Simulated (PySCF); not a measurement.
**Computed NMR parameters against published values**

Geometry:
```
atom   x (Å)   y (Å)   z (Å)
  C1   1.326  -1.225   0.838
  N2   0.907   0.064   0.326
  C3   1.782   0.459  -0.759
  C4  -0.532   0.198   0.056
  C5  -1.046  -0.722  -1.066
  C6  -1.306  -0.111   1.346
  C7  -0.828   1.657  -0.323
  H8   0.764  -1.482   1.731
  H9   2.378  -1.152   1.116
 H10   1.226  -2.042   0.107
 H11   1.563   1.474  -1.076
 H12   1.727  -0.207  -1.634
 H13   2.808   0.440  -0.389
 H14  -0.884  -1.768  -0.816
 H15  -2.112  -0.566  -1.206
 H16  -0.544  -0.507  -2.006
 H17  -0.844   0.400   2.187
 H18  -1.336  -1.177   1.551
 H19  -2.333   0.235   1.252
 H20  -1.897   1.843  -0.265
 H21  -0.509   1.882  -1.337
 H22  -0.321   2.328   0.366
```

The experiment to reproduce: δ $^{13}$C C4 53.6; C5/C6/C7 25.4 ppm (measured; solution, not stated per compound (mostly CDCl3 or CCl4); Pretsch, Buehlmann, Badertscher, Structure Determination of Organic Compounds, 4th ed. (2009)).

Calculated, not measured (PySCF 2.14): σ from GIAO-PBE0/pcSseg-1, GFN2-xTB geometry. Single conformer, no relativistic terms, fast rotation and ring inversion assumed for equivalent nuclei, no solvent.

**Question.** Set the calculated values beside the experiment.

**Answer.** 
Reference values: measured (solution, not stated per compound (mostly CDCl3 or CCl4); Pretsch, Buehlmann, Badertscher, Structure Determination of Organic Compounds, 4th ed. (2009)).
```tsv
atoms	quantity	reference	computed	computed, scaled
C4	δ $^{13}$C	53.6	54.2	50.7
C5/C6/C7	δ $^{13}$C	25.4	27.7	24.8
```

Computed shifts are σ(ref) − σ with the named reference compound (TMS for H and C) calculated as an isolated molecule at the same level. The measured values may be among those fitted. Empirical linear scaling, fitted to shifts measured mostly in CDCl3 for H and C (δ vs TMS): $^{13}$C (scatter 2.1 ppm rms, 2.3 ppm with the 13 outliers that the fit left out). A few per cent of atoms miss by over 2 rms, more outside the fitted compound classes.

**Question.** How far are the unscaled $^{13}$C shifts from the references?

**Answer.** Mean signed difference +1.45 ppm, mean absolute 1.45 ppm over 2 comparisons; the largest is +2.3 ppm at C5/C6/C7 (methyl carbon).

The carbons averaged at δ 27.7 differ by 18 ppm in this conformer.
